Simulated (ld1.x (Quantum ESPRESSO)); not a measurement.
silver (Ag): one change to a TM semilocal potential, before and after

```json
{
  "Element": "silver (Ag)",
  "Generator": "ld1.x (Quantum ESPRESSO) 7.5",
  "Type": "norm-conserving Troullier–Martins (semilocal form)",
  "Functional": "revPBE",
  "Relativity": "scalar-relativistic",
  "Frozen core": "[Ar] 3d10",
  "Valence charge": "19",
  "Reference configuration": "4s2 4p6 4d10 5s0.5 5p0.5",
  "Partial waves": "4s (bound): rc 1.05 bohr; 4d (bound): rc 2.00 bohr; 4p (bound): rc 1.40 bohr",
  "Local potential": "the p channel",
  "Core correction": "none"
}
```

Occupied shells without a wave of their own: 5p, 5s. They enter only through the test configuration that unscreens the potential.

Change: wave 4p (bound): rc 1.40 bohr becomes 4p (bound): rc 1.46 bohr.

Cutoffs: the cutoffs (Ry, on a coarse ladder) from which the occupation-weighted sum of valence levels, in a spherical-Bessel basis at the reference potential, stays within 10 and 1 mRy of its value at 400 Ry; they do not see the model core or the augmentation charge, which bear on the density cutoff. Errors are all-electron minus pseudo energies relative to the spin-unpolarised reference configuration.

Q: How do hardness, ghosts and transferability respond?

A: The potential gets neither clearly harder nor softer (140 Ry and 230 Ry → 140 Ry and 230 Ry); the s channel sets the loose cutoff, while the largest relative change is in p, which becomes softer; of the 7 tests that both files solve, the error grows in 2 and shrinks in 0 by more than 15 % and 0.3 meV (median size 136.0 → 149.5 meV); neither file shows a bound ghost. A semilocal file is local in each channel, so a ghost entry of none says nothing of the separable form that plane-wave codes build from it.

```tsv
quantity	base	changed
cutoff, loose	140 Ry	140 Ry
cutoff, tight	230 Ry	230 Ry
loose cutoff by channel (10 mRy a level)	s 120 Ry, d 45 Ry, p 45 Ry	s 120 Ry, d 45 Ry, p 35 Ry
bound ghosts	none	none
largest miss of a reference level, eV	0.14	0.14
error for 4s2 4p6 4d10 5s1 5p0, meV [ΔE -1.85 eV]	+49	+45
error for 4s2 4p6 4d10 5s0 5p0, meV [ΔE 5.77 eV]	-136	-150
error for 4s2 4p6 4d9 5s0 5p0, meV [ΔE 27.79 eV]	-256	-284
error for 4s2 4p6 4d7 5s0 5p0, meV [ΔE 115.55 eV]	-537	-595
error for 4s2 4p6 4d8 5s0 5p0, meV [ΔE 63.90 eV]	-405	-448
error for 4s2 4p5 4d10 5s1 5p0, meV [ΔE 63.33 eV]	-90	-114
error for 4s2 4p6 4d10 5s0.5 5p0, meV [ΔE 1.10 eV]	-32	-41
s: phases at 2.21 bohr within 0.05 rad from the reference energy up to (Ry; the scan ends near 5)	-0.4	-0.4
p: phases at 2.21 bohr within 0.05 rad from the reference energy up to (Ry; the scan ends near 5)	0.4	0.2
d: phases at 2.21 bohr within 0.05 rad from the reference energy up to (Ry; the scan ends near 5)	2.2	2.2
```

Base: The 5p, 5s levels have no wave, so the channel is fitted at the deeper level alone: the likely source of the large errors. Changed file: The 5p, 5s levels have no wave, so the channel is fitted at the deeper level alone: the likely source of the large errors.
